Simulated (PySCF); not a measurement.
Species: C6H9OS (charge -1).
Numbering: `[CH2:1]=[C:2]([O:3][CH3:4])[C@@H:5]1[CH2:6][C@@H:7]1[S-:8]` (hydrogens: H9, H10 on C1; H11, H12, H13 on C4; H14 on C5; H15, H16 on C6; H17 on C7)

Computed geometry: GFN2-xTB, gas phase.

Problem. Give the optimised bond lengths and angles.

Solution. 
| bond | length (Å) | order |
| --- | --- | --- |
| C1=C2 | 1.331 | double |
| C2–O3 | 1.376 | single |
| O3–C4 | 1.415 | single |
| C2–C5 | 1.481 | single |
| C5–C6 | 1.504 | single |
| C6–C7 | 1.502 | single |
| C7–S8 | 1.764 | single |
| C5–C7 | 1.526 | single |
| C1–H9 | 1.073 | single |
| C1–H10 | 1.076 | single |
| C4–H11, C4–H12, C4–H13 | 1.095 | single |
| C5–H14 | 1.092 | single |
| C6–H15 | 1.080 | single |
| C6–H16 | 1.085 | single |
| C7–H17 | 1.093 | single |

Bonds in one row agree within 0.01 Å and their mean is given. Orders are formal, as drawn. A selection of angles:
| angle | degrees |
| --- | --- |
| C1–C2–O3 | 117.7 |
| C1–C2–C5 | 124.2 |
| O3–C2–C5 | 117.9 |
| C2–O3–C4 | 116.1 |
| C2–C5–C6 | 121.4 |
| C2–C5–C7 | 124.2 |
| C6–C5–C7 | 59.4 |
| C5–C6–C7 | 61.0 |
| C6–C7–S8 | 123.3 |
| C5–C7–C6 | 59.6 |
| C5–C7–S8 | 124.0 |

Torsions: C1–C2–O3–C4 155° (antiperiplanar); C1–C2–C5–C6 -29° (synperiplanar); C2–C5–C6–C7 -114° (anticlinal); C5–C6–C7–S8 113° (anticlinal); C2–C5–C7–C6 109° (anticlinal).

Of the pairs four or more bonds apart, S8···H13 is among the closest relative to their van der Waals radii: 2.38 Å, 79 % of the sum of Bondi's values. O3 (ether oxygen) is bent (angle 116.1°). C1 (terminal =CH2 carbon) is planar (angles 121.5°, 120.9° and 117.7°, sum 360.0°, 0.00 Å off the plane of its three neighbours). The 2 C–O bonds span 1.376 Å (C2–O3, drawn single) to 1.415 Å (O3–C4, drawn single), a spread of 0.039 Å. The 5 C–C bonds span 1.331 Å (C1=C2, drawn double) to 1.526 Å (C5–C7, drawn single), a spread of 0.195 Å. C2 (vinylic carbon bearing oxygen) is planar (angles 124.2°, 117.9° and 117.7°, sum 359.8°, 0.04 Å off the plane of its three neighbours). The 3-membered ring C5–C6–C7 has internal angles of 59.4° to 61.0°.

Point group: C1 (no symmetry element, even within 0.4 Å). Not checked by GFN2-xTB frequencies.

One conformer stands for the species.
